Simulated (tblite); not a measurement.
Species: C3H11OSi3 (doublet state).
Bonds: Si1–O2, O2–Si3, Si3–C4, C4–Si5, Si5–C6, C6–C7, Si5–C7. Hydrogens: H8, H9, H10 on Si1; H11, H12 on Si3; H13, H14 on C4; H15, H16 on C6; H17, H18 on C7.

Structure optimised with GFN2-xTB, isolated species. This method treats the open shell by occupation alone, without spin polarisation.

(1) List the bond lengths, angles and torsions at this level.

Results:

(1) 
| bond | length (Å) |
| --- | --- |
| Si1–O2 | 1.616 |
| O2–Si3 | 1.617 |
| Si3–C4 | 1.901 |
| C4–Si5 | 1.909 |
| Si5–C6, Si5–C7 | 1.890 |
| C6–C7 | 1.550 |
| Si1–H8, Si1–H9, Si1–H10 | 1.462 |
| Si3–H11, Si3–H12 | 1.463 |
| C4–H13, C4–H14 | 1.090 |
| C6–H15 and 3 like bonds | 1.082 |

Bonds in one row agree within 0.01 Å and their mean is given. A selection of angles:
| angle | degrees |
| --- | --- |
| O2–Si1–H8 | 108.1 |
| O2–Si1–H9 | 105.3 |
| H8–Si1–H9 | 112.4 |
| Si1–O2–Si3 | 170.2 |
| O2–Si3–C4 | 109.0 |
| O2–Si3–H11 | 105.3 |
| O2–Si3–H12 | 108.0 |
| C4–Si3–H11 | 111.3 |
| H11–Si3–H12 | 112.1 |
| Si3–C4–Si5 | 114.7 |
| Si3–C4–H13 | 108.5 |
| Si5–C4–H13 | 109.0 |
| Si5–C4–H14 | 108.1 |
| H13–C4–H14 | 106.3 |
| C4–Si5–C6 | 120.2 |
| C4–Si5–C7 | 121.8 |
| C6–Si5–C7 | 48.4 |
| Si5–C6–C7 | 65.9 |
| Si5–C6–H15 | 119.8 |
| Si5–C6–H16 | 122.0 |
| C7–C6–H15 | 115.2 |
| H15–C6–H16 | 111.3 |

Dihedral angles: O2–Si3–C4–Si5 61° (synclinal); Si3–C4–Si5–C6 -57° (synclinal); C4–Si5–C6–C7 107° (anticlinal); C4–Si5–C7–C6 -104° (anticlinal). The mirror-image conformer, all signs reversed, is as good.

O2 (oxygen bonded to 2 Si) is almost linear (angle 170.2°). Of the pairs four or more bonds apart, Si1···H15 is among the closest relative to their van der Waals radii: 2.99 Å, 91 % of the sum of Bondi's values. Si3 (silicon bonded to C, O and 2 H) is distorted tetrahedral (angles from 105.3° to 112.1°). The 3-membered ring Si5–C6–C7 has internal angles of 48.4° to 65.9°. The C–Si distances run from 1.889 Å (Si5–C6, drawn single) to 1.909 Å (C4–Si5, drawn single), a spread of 0.020 Å. Si1 (silicon bonded to O and 3 H) is distorted tetrahedral (angles from 105.3° to 112.5°). Si5 (silicon bonded to 3 C) is pyramidal (angles 121.8°, 120.2° and 48.4°, sum 290.4°, 0.85 Å off the plane of its three neighbours).

Point group: C1 (no symmetry element, even within 0.4 Å). Its GFN2-xTB frequencies are all real (lowest 29 cm⁻¹). 3 starts were optimised and ended at 0.00, 0.10 and 4.10 kcal/mol (GFN2-xTB); the lowest of these is shown.

All values are computed, not measured.
